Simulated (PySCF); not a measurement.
H₆CdSi₂, SMILES [SiH3][Cd][SiH3] (PBE0/def2-SVP optimised geometry):

```
9

Cd     0.000     0.116     0.000
Si     2.536     0.116     0.000
H      3.098    -1.185    -0.492
H      3.098     0.341     1.372
H      3.098     1.192    -0.881
Si    -2.536     0.115     0.000
H     -3.098     0.357     1.369
H     -3.098    -1.192    -0.476
H     -3.098     1.181    -0.895
```

Level of theory: PySCF with PBE0/def2-TZVP, def2 effective core potentials past Kr.

Question: What are the frontier orbital energies and the dipole moment?

Answer: HOMO-2 -9.49 eV, HOMO-1 -8.81 eV, HOMO -6.72 eV, LUMO -1.39 eV, LUMO+1 -1.39 eV; dipole moment 0.00 D.

On the same geometry PBE/def2-TZVP, def2 effective core potentials past Kr run with PySCF gives HOMO-2 -8.20 eV, HOMO-1 -7.80 eV, HOMO -5.81 eV, LUMO -2.07 eV, LUMO+1 -2.07 eV; dipole moment 0.00 D.
